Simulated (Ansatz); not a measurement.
`[SiH3]O[Si]1(Cl)CO1` and `O[Si]1(Cl)CO1` differ in one atom or group.

Ansatz, PBE0-D4/def2-TZVP geometries, multiplicity 1. Each molecule was computed in one conformer, which needn't be the lowest.

```json
{"property": "HOMO–LUMO gap (B3LYP/def2-TZVPP) / eV", "`[SiH3]O[Si]1(Cl)CO1`": "7.00"}
{"property": "HOMO energy (ωB97M-V/def2-TZVPP) / eV", "`[SiH3]O[Si]1(Cl)CO1`": "-10.10"}
{"property": "HOMO–LUMO gap (PBE/def2-TZVPP) / eV", "`[SiH3]O[Si]1(Cl)CO1`": "5.18"}
{"property": "LUMO energy (PBE0/def2-TZVPP) / eV", "`[SiH3]O[Si]1(Cl)CO1`": "-0.38"}
{"property": "HOMO energy (B3LYP/def2-TZVPP) / eV", "`[SiH3]O[Si]1(Cl)CO1`": "-7.61"}
{"property": "HOMO energy (PBE0/def2-TZVPP) / eV", "`[SiH3]O[Si]1(Cl)CO1`": "-7.84"}
```

Task: Give the same properties after the change, and the shifts. (Best estimate.)

Result: Ansatz gave: 
```tsv
property	`O[Si]1(Cl)CO1`	shift
HOMO–LUMO gap (B3LYP/def2-TZVPP) / eV	7.26	0.26
HOMO energy (ωB97M-V/def2-TZVPP) / eV	-10.12	-0.02
HOMO–LUMO gap (PBE/def2-TZVPP) / eV	5.45	0.27
LUMO energy (PBE0/def2-TZVPP) / eV	-0.04	0.34
HOMO energy (B3LYP/def2-TZVPP) / eV	-7.63	-0.02
HOMO energy (PBE0/def2-TZVPP) / eV	-7.85	-0.01
```

B3LYP here is the variant with VWN-RPA as its local correlation; programs differ in this.
